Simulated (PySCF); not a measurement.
# Computed structure and properties of [Sm(SH)2]+

System: [Sm(SH)2]+ (singlet in the valence; each metal's 4f electrons, 5 of them, lie in its core potential, out of spins and levels); start: displaced along the imaginary mode (C2v). Method: PySCF 2.14.0, RKS BP86, Sm lcecp-1-SVP with ECP51, S def2-SVP, H def2-SVP; non-relativistic Hamiltonian with scalar-relativistic core potentials where named; density fitting; no spin-orbit coupling.

Input of the relaxation:

```python
mol = gto.M(atom='''
Sm     0.00025    -0.00023     0.00006
S     -0.00640     0.66858     2.38469
H      0.18381     0.86335     3.74091
S     -0.00640    -0.65722    -2.38784
H      0.18381    -1.18988    -3.65020''',
    basis={'Sm': 'lcecp-1-SVP', 'S': 'def2-SVP', 'H': 'def2-SVP'},
    ecp={'Sm': 'lcecp-1-SVP'},
    charge=1, spin=0)
mf = dft.RKS(mol, xc='B88,P86')
mf.grids.atom_grid = (50, 194)  # f atoms: unpruned, at least (60, 302)
mf = mf.density_fit()  # fitting sets: Sm AutoAux, S def2-universal-JKFIT, H def2-universal-JKFIT
mf.conv_tol = 1e-08; mf.max_cycle = 55
mf.kernel(dm0)  # dm0: converged density of the start geometry
# quasi-Newton relaxation in Cartesian coordinates to a largest gradient under 0.00045 Eh/bohr, steps kept in the point group
```

Run from Python with OMP_NUM_THREADS=2; the lines above give its settings. Where DIIS fails, smearing, a level shift and second-order steps follow.
It took 65 s on 2 threads of Arm Neoverse V2 (shared host), from the converged density of the start.

Course of the relaxation:

| step | energy above end (eV) | largest force component within the symmetry (eV/Å) |
| --- | --- | --- |
| 0 | 0.7974 | 0.603 |
| 1 | 0.7823 | 0.106 |
| 2 | 0.7798 | 0.041 |
| 3 | 0.7693 | 0.184 |
| 4 | 0.7468 | 0.072 |
| 5 | 0.7204 | 0.508 |
| 6 | 0.7078 | 0.855 |
| 7 | 0.6627 | 0.684 |
| 23 | 0.0150 | 0.110 |
| 24 | 0.0090 | 0.124 |
| 25 | 0.0030 | 0.114 |
| 26 | 0.0006 | 0.037 |
| 27 | 0.0000 | 0.017 |
| 28 | 0.0000 | 0.008 |
(The steps between are left out.)

Relaxed geometry (C2v):

```xyz
5

Sm   -1.1477    1.0194   -0.2832
S    -0.0724    0.6210    1.9859
H     0.8238   -0.3413    1.6087
S    -0.0724   -0.4923   -2.0216
H     0.8238   -1.1221   -1.2022
```

```
    contact      Å
Sm1–S2 (SH)  2.542
Sm1–S4 (SH)  2.542
```

On the finer grid (75, 302):

* HOMO: -11.10 eV
* LUMO: -7.99 eV
* Dipole about the centre of mass: 3.39 D
* Set of Mulliken populations of Sm1 outside the core potential: s 2.29, p 6.18, d 1.47, f 0.03
* D3(BJ) dispersion energy (not in the energies): -0.265 eV

```tsv
atom	Mulliken (e)	Löwdin (e)	spin (e)
Sm1	1.04	0.52	0.00
S2	-0.18	0.18	0.00
H3	0.16	0.06	0.00
S4	-0.18	0.18	0.00
H5	0.16	0.06	0.00
```

The 4f levels lie in the core potential and are missing. Their spin isn't counted.

On the grid (50, 194), as all that follows. Harmonic modes: a minimum; lowest 90 cm⁻¹ (negative: unstable), highest 2588 cm⁻¹, zero-point energy 0.429 eV.

Taking off one SH (charge -1, singlet; the rest: singlet) in vacuum, both parts rigid, costs 14.42 eV; the small basis without counterpoise inflates it. Most of it is the attraction of opposite charges; other ways to part are cheaper, and one spin state was tried for the rest.

Rigid scan of SH along the line from its metal, all other atoms held (where the atom bridges, its other bond changes as well):

| distance to S2 (Å) | energy (eV) |
| --- | --- |
| 2.24 | 0.752 |
| 2.34 | 0.294 |
| 2.44 | 0.065 |
| 2.54 | 0.000 |
| 2.64 | 0.051 |
| 2.74 | 0.181 |
| 2.94 | 0.583 |
| 3.24 | 1.317 |
| 3.64 | 2.250 |
| 4.14 | 3.155 |

One start shape was tried, so this needn't be the lowest isomer.

An lcecp potential fixes the number of 4f electrons, so in runs with it no electron can move into or out of that shell.
